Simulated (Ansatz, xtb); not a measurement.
## Two conformers of C2H2F2I

We compare a, `FC(F)[CH]I`, a doublet, with b, `FC(F)[CH]I`, a doublet. Both are isolated molecules in the gas phase, relaxed with B3LYP-D3(BJ)/def2-SVP.

a (Å):

```yaml
atoms:
  - { symbol: C, position_ang: [-2.1833, -1.1454, -0.4291] }
  - { symbol: C, position_ang: [-2.2766, -0.8030, 1.0158] }
  - { symbol: F, position_ang: [-0.9399, -0.8236, -0.8770] }
  - { symbol: F, position_ang: [-3.0762, -0.4177, -1.1668] }
  - { symbol: I, position_ang: [-3.6714, -1.7177, 2.2286] }
  - { symbol: H, position_ang: [-2.3723, -2.2141, -0.6320] }
  - { symbol: H, position_ang: [-1.8173, 0.1179, 1.3828] }
```

b (Å):

```xyz
7

C    -1.0340    0.3327   -0.2128
C    -2.3563    0.6926    0.3632
F    -0.9100   -1.0080   -0.3797
F    -0.8508    0.9053   -1.4412
I    -4.0928   -0.1373   -0.3812
H    -0.2186    0.6832    0.4471
H    -2.4656    1.5720    1.0002
```

Q: Estimate E(b) − E(a) at the level CCSD(T)/def2-SVP + ΔMP2/def2-TZVPP.

A: Too close to call at this level: CCSD(T)/def2-SVP + ΔMP2/def2-TZVPP gives E(b) − E(a) = +1.12 kJ/mol.

The same difference at several levels:

```csv
level,geometry,E(b) − E(a) (kJ/mol),departure from the last row (kJ/mol),"job, with rough time for the two"
B3LYP-D3(BJ)/def2-SVP,B3LYP-D3(BJ)/def2-SVP,−0.69,−1.80,"optimisation, 1.8 min"
HF/def2-SVP,B3LYP-D3(BJ)/def2-SVP,+1.19,+0.08,part of the CCSD(T) run
MP2/def2-SVP,B3LYP-D3(BJ)/def2-SVP,+0.14,−0.98,part of the CCSD(T) run
CCSD(T)/def2-SVP,B3LYP-D3(BJ)/def2-SVP,+0.06,−1.05,single point
CCSD(T)/def2-SVP + ΔMP2/def2-TZVPP,B3LYP-D3(BJ)/def2-SVP,+1.12,,"single point, 1.8 min"
```

The largest departure from CCSD(T)/def2-SVP + ΔMP2/def2-TZVPP is that of B3LYP-D3(BJ)/def2-SVP, 1.80 kJ/mol. Levels run at GFN2-xTB geometries aren't shown. The last row adds to CCSD(T) the change of the MP2 difference between the two basis sets, here +1.05 kJ/mol.

With harmonic frequencies from B3LYP-D3(BJ)/def2-SVP (ideal gas, rigid rotor, one conformer each, 298.15 K, 1 atm): on the last row, ΔE + ΔZPE = +1.05 kJ/mol. A mode under 50 cm⁻¹ makes harmonic enthalpies and free energies unreliable, so none is given.

Open shells are spin-unrestricted. The correlated steps freeze 8 core orbitals; the filled d shell of I is correlated, in a basis made for valence electrons. Atoms past krypton carry core potentials in the def2 sets and no spin–orbit term is included. Programs: Ansatz 0.2.0; the last row on 2 threads of Arm Neoverse V1 on a shared host.
